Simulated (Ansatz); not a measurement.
Geometry optimisation, RKS PBE/def2-SVP in Ansatz.

input.yaml

```yaml
crystal:
  periodic: [false, false, false]
  atoms:
    - { symbol: W, position_ang: [0.0, 0.0, 0.0] }
    - { symbol: O, position_ang: [0.0, 0.0, 2.29] }
    - { symbol: H, position_ang: [-0.9095, -0.2814, 2.6271] }
    - { symbol: F, position_ang: [1.85, 0.0, 0.0] }
    - { symbol: F, position_ang: [0.0, 1.85, 0.0] }
    - { symbol: O, position_ang: [-1.94, 0.0, 0.0] }
    - { symbol: H, position_ang: [-2.2771, -0.1263, 0.9437] }
    - { symbol: F, position_ang: [0.0, -1.85, 0.0] }
    - { symbol: F, position_ang: [0.0, 0.0, -1.85] }
    - { symbol: F, position_ang: [1.4129, 1.4719, 0.6779] }
    - { symbol: H, position_ang: [0.9245, 0.9631, 1.8084] }
basis:
  gaussian: { orbitals: def2-SVP }
hamiltonian:
  xc: pbe
relax:
  f_tol: 0.15
  max_steps: 25
  restrain:
    - { distance: [0, 9], at: 1.85, k: 30.0 }
    - { distance: [10, 1], at: 1.01, k: 30.0 }
    - { distance: [0, 1], at: 3.14, k: 30.0 }
    - { distance: [10, 9], at: 2.12, k: 30.0 }
output:
  orbitals: {}
```

Run as:

```bash
$ ansatz run input.yaml --threads 4 --pin off --max-ram 5120MiB --backend cpu --events-out ev --progress --plain --runs-dir out
```

Q: Where does it end, and by what steps?

A: The run converged. The restraints hold the end off the free minimum; the threshold counts their pulls, which the force column leaves out. Restrained pairs: W1–F10 (2.15 → 1.87 Å), O2–H11 (1.42 → 0.99 Å), W1–O2 (2.29 → 3.17 Å), F10–H11 (1.33 → 2.12 Å). After 23 steps the energy has fallen by 9.724 eV (the restraints' own energy left out); F5 moved furthest, 1.41 Å. The start is strongly strained (largest force component 14 eV/Å), so its close contacts needn't be bonds.

| step | energy less start (eV) | largest force component (eV/Å) | accepted |
| --- | --- | --- | --- |
| 0 | 0.0000 | 14.034 | yes |
| 1 | -2.1378 | 8.207 | yes |
| 2 | -3.5435 | 6.454 | yes |
| 3 | -5.7409 | 3.240 | yes |
| 4 | -7.0821 | 1.634 | yes |
| 5 | -7.8214 | 2.278 | yes |
| 6 | -8.3868 | 2.569 | yes |
| 7 | -8.7056 | 2.078 | yes |
| 8 | -9.0682 | 1.173 | yes |
| 9 | -9.1928 | 0.806 | yes |
| 10 | -9.2025 | 1.362 | yes |
| 11 | -9.2802 | 0.913 | yes |
| 12 | -9.3187 | 1.008 | yes |
| 13 | -9.3979 | 1.838 | yes |
| 14 | -9.4983 | 2.175 | yes |
| 15 | -9.6156 | 1.650 | yes |
| 16 | -9.6905 | 1.713 | yes |
| 17 | -9.6923 | 1.701 | yes |
| 18 | -9.7075 | 1.613 | yes |
| 19 | -9.7218 | 1.570 | yes |
| 20 | -9.7231 | 1.358 | yes |
| 21 | -9.7226 | 1.494 | yes |
| 22 | -9.7230 | 1.406 | yes |
| 23 | -9.7238 | 1.436 | yes |

```xyz
11
Properties=species:S:1:pos:R:3
W 0.217 0.286 -0.501
O -0.578 -0.190 2.530
H -0.922 -0.523 3.380
F 2.013 0.126 -1.075
F 0.072 1.921 -1.403
O -1.426 0.422 0.327
H -1.424 0.223 1.333
F 0.487 -1.414 0.245
F -0.440 -0.515 -2.056
F 0.975 1.184 0.960
H 0.087 0.508 2.759
```

The run took 54 s on 4 threads of Arm Neoverse V2, with other jobs on the host, peak memory 0.22 GiB.
